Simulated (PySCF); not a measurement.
Point-charge models of `C=CC1=C(C)NN=C1` against its computed dipole.

Coordinates (GFN2-xTB, Å) and charges (e) from the PBE0/pcSseg-1 density (PySCF):

```
atom       x       y       z  Mulliken      IAO  Hirshfeld  ESP-fitted
  C1  -2.726   0.049  -0.121   -0.1217  -0.3289    -0.1121     -0.4916
  C2  -1.478   0.493  -0.039   -0.1272  -0.1382    -0.0518     -0.1147
  C3  -0.297  -0.340  -0.036   -0.5062  -0.1031    -0.0574     -0.1388
  C4  -0.192  -1.748  -0.118   +0.2077  -0.0713    -0.0278     +0.1389
  N5   1.062  -2.137  -0.084   -0.2268  -0.2466    -0.1627     -0.5253
  N6   1.784  -1.019   0.019   -0.3075  -0.1191    -0.0207     -0.0012
  C7   1.021   0.094   0.052   +0.2143  +0.0693    +0.0410     +0.2155
  C8   1.595   1.459   0.162   -0.1214  -0.4373    -0.1121     -0.6698
  H9  -3.566   0.722  -0.119   +0.1118  +0.1517    +0.0440     +0.1940
 H10  -2.953  -1.001  -0.193   +0.1152  +0.1432    +0.0431     +0.1977
 H11  -1.288   1.557   0.032   +0.0787  +0.1418    +0.0440     +0.1672
 H12  -0.977  -2.473  -0.199   +0.0780  +0.1622    +0.0576     +0.1391
 H13   2.789  -1.076   0.062   +0.1880  +0.2968    +0.1565     +0.2964
 H14   1.229   1.955   1.060   +0.1476  +0.1638    +0.0536     +0.2048
 H15   2.681   1.413   0.207   +0.1219  +0.1515    +0.0511     +0.1827
 H16   1.306   2.064  -0.697   +0.1476  +0.1638    +0.0538     +0.2049
```

Q: Form Σ q r in debye for every column and set it beside the full dipole.

A: The full density gives (1.56, 2.45, 0.22) D, 2.92 D in size; dipole vectors point from the negative to the positive end.

```tsv
scheme	μx	μy	μz	size (D)	share of the full size (%)	angle to the full dipole (°)
Mulliken	0.84	4.03	0.29	4.13	142	21
IAO	1.87	2.07	0.21	2.80	96	9
Hirshfeld	1.78	1.35	0.16	2.24	77	20
ESP-fitted	1.56	2.46	0.22	2.92	100	0
```

Q: Which set comes closest?

A: Length of the difference vector: ESP-fitted 0.01 D, IAO 0.49 D, Hirshfeld 1.13 D, Mulliken 1.74 D. Closest: ESP-fitted. 

Q: What is left for the Hirshfeld atoms' own dipoles?

A: The shares of the density sum to the whole, so what Σ q r misses lies in dipoles about the nuclei. The atomic dipoles sum to (1.56, 2.45, 0.22) − (1.78, 1.35, 0.16) = (-0.22, 1.10, 0.06) D, 1.13 D in size.

Q: With the origin at the mean of the coordinates, (0.000, 0.001, -0.001) Å, which are the largest single terms, by size, of the Mulliken dipole along the direction of the full one?

A: H14 +1.69, H16 +1.69, C4 -1.58, H15 +1.55, H10 -1.35 D; all 16 atoms together +3.87 D. The single terms depend on the origin, their sum doesn't.

Q: Give the size of the full dipole in other units.

A: 2.92 D = 1.147 au = 0.607 e·Å = 9.72 × 10⁻³⁰ C·m.

Geometry: GFN2-xTB, one conformer, isolated molecule.

These values come from a run that also computed NMR shieldings. Cost: about 60 s of CPU time on one thread; the machine was shared, so the figure is rough.

Conformer computed: `[CH2:1]=[CH:2][c:3]1[cH:4][n:5][nH:6][c:7]1[CH3:8]`: C1–C2–C3–C4 0°.
